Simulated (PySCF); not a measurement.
C5H7O, doublet, geometry from GFN2-xTB; TPSS/STO-3G run with PySCF.

Here is a job for PySCF.
```python
from pyscf import gto, scf, dft

mol = gto.M(
    atom='''
C     2.756505    0.360877    0.565541
C     1.370728    0.068068    0.283302
C     0.187437    0.549729    0.029942
C    -1.007316   -0.298669   -0.204158
C    -2.264537    0.495087   -0.476515
O    -0.990128   -1.505445   -0.182094
H     3.029755   -0.054100    1.536413
H     3.392173   -0.102702   -0.189828
H     2.960637    1.440104    0.577799
H    -0.016441    1.625285   -0.029948
H    -2.120507    1.119873   -1.356093
H    -2.480073    1.142566    0.371501
H    -3.101423   -0.178016   -0.641771
''',
    basis='sto-3g',
    charge=0,
    spin=1,
    verbose=4,
)

mf = dft.UKS(mol)
mf.xc = 'tpss'
mf.kernel()
mf.analyze()
```

Question: Predict the main parts of the log of this PySCF run.

Answer: 
```
PySCF version 2.14.0

[INPUT] verbose = 4
[INPUT] num. atoms = 13
[INPUT] num. electrons = 45
[INPUT] charge = 0
[INPUT] spin (= nelec alpha-beta = 2S) = 1
[INPUT] symmetry False subgroup None
[INPUT] Mole.unit = angstrom
[INPUT] Symbol           X                Y                Z      unit          X                Y                Z       unit  Magmom
[...]
nuclear repulsion = 207.422870688855
number of shells = 25
number of NR pGTOs = 111
number of NR cGTOs = 37
basis = sto-3g
ecp = {}

******** <class 'pyscf.dft.uks.UKS'> ********
method = UKS
initial guess = minao
damping factor = 0
level_shift factor = 0
DIIS = <class 'pyscf.scf.diis.CDIIS'>
diis_start_cycle = 1
diis_space = 8
diis_damp = 0
SCF conv_tol = 1e-09
SCF conv_tol_grad = None
SCF max_cycles = 50
direct_scf = True
direct_scf_tol = 1e-13
number electrons alpha = 23  beta = 22
XC library pyscf.dft.libxc version 7.1.2
    S. Lehtola, C. Steigemann, M. J. T. Oliveira, and M. A. L. Marques,  SoftwareX 7, 1–5 (2018)
XC functionals = tpss
    J. Tao, J. P. Perdew, V. N. Staroverov, and G. E. Scuseria,  Phys. Rev. Lett. 91, 146401 (2003)
    J. P. Perdew, J. Tao, V. N. Staroverov, and G. E. Scuseria,  J. Chem. Phys. 120, 6898 (2004)
    J. Tao, J. P. Perdew, V. N. Staroverov, and G. E. Scuseria,  Phys. Rev. Lett. 91, 146401 (2003)
    J. P. Perdew, J. Tao, V. N. Staroverov, and G. E. Scuseria,  J. Chem. Phys. 120, 6898 (2004)
radial grids:
    Treutler-Ahlrichs [JCP 102, 346 (1995); DOI:10.1063/1.469408] (M4) radial grids

becke partition: Becke, JCP 88, 2547 (1988); DOI:10.1063/1.454033
pruning grids: <function nwchem_prune>
grids dens level: 3
symmetrized grids: False
atomic radii adjust function: <function treutler_atomic_radii_adjust>
small_rho_cutoff = 0
Set gradient conv threshold to 3.16228e-05
tot grids = 153328
init E= -267.212531466829

cycle= 1 E= -266.380089581641  delta_E= 0.832  |g|= 0.457  |ddm|= 3.39
cycle= 2 E= -263.603233163984  delta_E= 2.78  |g|= 1.63  |ddm|= 2.86
cycle= 3 E= -266.373400538524  delta_E= -2.77  |g|= 0.415  |ddm|= 2.73
cycle= 4 E= -266.525097131123  delta_E= -0.152  |g|= 0.0708  |ddm|= 0.627
cycle= 5 E= -266.525254788269  delta_E= -0.000158  |g|= 0.0767  |ddm|= 0.161
cycle= 6 E= -266.529231992036  delta_E= -0.00398  |g|= 0.0135  |ddm|= 0.111
cycle= 7 E= -266.529381356785  delta_E= -0.000149  |g|= 0.00346  |ddm|= 0.0267
cycle= 8 E= -266.529401819789  delta_E= -2.05e-05  |g|= 0.00144  |ddm|= 0.00946
cycle= 9 E= -266.529409642399  delta_E= -7.82e-06  |g|= 0.000733  |ddm|= 0.00886
cycle= 10 E= -266.529410625993  delta_E= -9.84e-07  |g|= 0.000394  |ddm|= 0.00332
cycle= 11 E= -266.529410837168  delta_E= -2.11e-07  |g|= 4.65e-05  |ddm|= 0.00144
cycle= 12 E= -266.529410840116  delta_E= -2.95e-09  |g|= 3.15e-05  |ddm|= 0.000141
cycle= 13 E= -266.529410841145  delta_E= -1.03e-09  |g|= 1.43e-05  |ddm|= 7.71e-05
cycle= 14 E= -266.529410841378  delta_E= -2.34e-10  |g|= 1.27e-05  |ddm|= 6.48e-05
Extra cycle  E= -266.529410840761  delta_E= 6.17e-10  |g|= 3.25e-05  |ddm|= 6.25e-05
converged SCF energy = -266.529410840761  <S^2> = 0.76561497  2S+1 = 2.0155545
**** SCF Summaries ****
Total Energy =                        -266.529410840761102
Nuclear Repulsion Energy =             207.422870688854687
One-electron Energy =                 -772.422186843882969
Two-electron Energy =                  298.469905314267180
Two-electron Coulomb Energy =          336.951913279569283
DFT Exchange-Correlation Energy =      -38.482007965302117
**** MO energy ****
                             alpha | beta                alpha | beta
[...]
To work with the spin densities directly, `use mulliken_meta_spin()` only printing them here.

 ** Mulliken spin pop alpha/beta on meta-lowdin orthogonal AOs **
 ** Mulliken Spin Density (per AO)  **
spin_pop of  0 C 1s        0.00000
spin_pop of  0 C 2s       -0.00529
spin_pop of  0 C 2px      -0.01227
spin_pop of  0 C 2py      -0.01346
spin_pop of  0 C 2pz      -0.00418
spin_pop of  1 C 1s       -0.00001
spin_pop of  1 C 2s        0.11250
spin_pop of  1 C 2px       0.02387
spin_pop of  1 C 2py       0.74773
spin_pop of  1 C 2pz       0.10205
spin_pop of  2 C 1s        0.00001
spin_pop of  2 C 2s       -0.01300
spin_pop of  2 C 2px      -0.01796
spin_pop of  2 C 2py      -0.02339
spin_pop of  2 C 2pz      -0.08778
spin_pop of  3 C 1s        0.00000
spin_pop of  3 C 2s        0.01119
spin_pop of  3 C 2px       0.01805
spin_pop of  3 C 2py       0.00801
spin_pop of  3 C 2pz       0.01393
spin_pop of  4 C 1s       -0.00000
spin_pop of  4 C 2s        0.00079
spin_pop of  4 C 2px       0.00422
spin_pop of  4 C 2py       0.00241
spin_pop of  4 C 2pz       0.00017
spin_pop of  5 O 1s        0.00000
spin_pop of  5 O 2s       -0.00005
spin_pop of  5 O 2px       0.01153
spin_pop of  5 O 2py      -0.00058
spin_pop of  5 O 2pz      -0.03071
spin_pop of  6 H 1s        0.01038
spin_pop of  7 H 1s        0.01100
spin_pop of  8 H 1s        0.05369
spin_pop of  9 H 1s        0.07721
spin_pop of  10 H 1s       -0.00005
spin_pop of  11 H 1s       -0.00005
spin_pop of  12 H 1s        0.00001
 ** Mulliken Spin Density (per atom)  **
spin density of  0 C =     -0.03520
spin density of  1 C =      0.98614
spin density of  2 C =     -0.14213
spin density of  3 C =      0.05119
spin density of  4 C =      0.00760
spin density of  5 O =     -0.01981
spin density of  6 H =      0.01038
spin density of  7 H =      0.01100
spin density of  8 H =      0.05369
spin density of  9 H =      0.07721
spin density of  10 H =     -0.00005
spin density of  11 H =     -0.00005
spin density of  12 H =      0.00001
 ** Mulliken pop alpha/beta on meta-lowdin orthogonal AOs **
 ** Mulliken pop       alpha | beta **
[...]
In total            23.00000 | 22.00000
 ** Mulliken atomic charges   ( Nelec_alpha | Nelec_beta ) **
charge of  0C =     -0.12788  (     3.04634      3.08154 )
charge of  1C =      0.02351  (     3.48132      2.49517 )
charge of  2C =     -0.12243  (     2.99015      3.13228 )
charge of  3C =      0.11459  (     2.96830      2.91711 )
charge of  4C =     -0.15707  (     3.08233      3.07474 )
charge of  5O =     -0.11914  (     4.04967      4.06947 )
charge of  6H =      0.06572  (     0.47233      0.46195 )
charge of  7H =      0.06562  (     0.47269      0.46169 )
charge of  8H =      0.05932  (     0.49718      0.44349 )
charge of  9H =      0.04371  (     0.51675      0.43954 )
charge of  10H =      0.05164  (     0.47416      0.47420 )
charge of  11H =      0.05168  (     0.47414      0.47418 )
charge of  12H =      0.05072  (     0.47464      0.47463 )
Dipole moment(X, Y, Z, Debye):  1.03995,  1.82901,  0.18862
```
